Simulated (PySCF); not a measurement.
# Unknown compound

The spectra below were simulated for a compound C2H9B2F3N2.

¹H NMR (400 MHz, computed): δ 3.49 (br, 2H), 3.20 (br, 2H), 2.88 (m, 2H), 2.00 (br s, 1H), 1.64 (br s, 1H), 1.63 (br s, 1H).

¹³C{¹H} NMR (computed): δ 129.6 (C), 55.9 (CH2).

[PySCF 2.14.0 with density-fitted response routines: geometry: PBE0-D3(BJ)/def2-SVP; σ from GIAO-PBE0/pcSseg-1; gas phase; one computed conformer; non-relativistic; one averaged value for each set of equivalent atoms]

Chemical shifts δ = σref − σ; ¹H and ¹³C against TMS, all at this level.

Problem. Propose a structure and justify it.

Solution. 
- 2 carbon signals for 2 carbons: no two carbons are equivalent.
- Carbon types of the structure: 1 × C, 1 × CH2, leaving 7 H on heteroatoms.
- δC 129.6: CF3 carbon; 3 electronegative neighbours deshield it.
- δC 55.9: sp3 CH2 bonded to N; pulled downfield by the heteroatom.
- δH 3.49, 3.20: hydrogen on a boron bonded to 2 N, in a 4-membered ring.
- δH 2.88: hydrogen on an sp3 CH2 bonded to N; its carbon carries N, hence the downfield position.
- δH 2.00, 1.64, 1.63: hydrogen on a donor nitrogen of a Lewis adduct; labile proton, position sensitive to the medium.

Structure: SMILES FC(F)(F)C[NH+]1[BH2-][NH2+][BH2-]1.

The shifts were computed for this structure.

OH/NH shifts are gas-phase values; hydrogen bonding in solution moves them, usually downfield. Hydrogens on boron are broadened and split by ¹¹B (spin 3/2, 80 %) and 10B (spin 3). Splittings by ¹⁹F in the carbon and heteronuclear signals aren't shown, as no couplings were computed. Shifts are as computed. Against solution values, carbons near 30 ppm lie about +2 ppm off and those near 130 ppm about +5 ppm. Of 1211 compounds with measured shifts, 218 miss one by over three times the rms of a fit or turn the order of signals round; such compounds aren't used in these exercises. No couplings were computed; multiplicities are counted from neighbouring protons, with m where these are inequivalent, close in shift, in a saturated or five-membered ring or joined by F or P, and br s for small geminal =CH2 splittings.
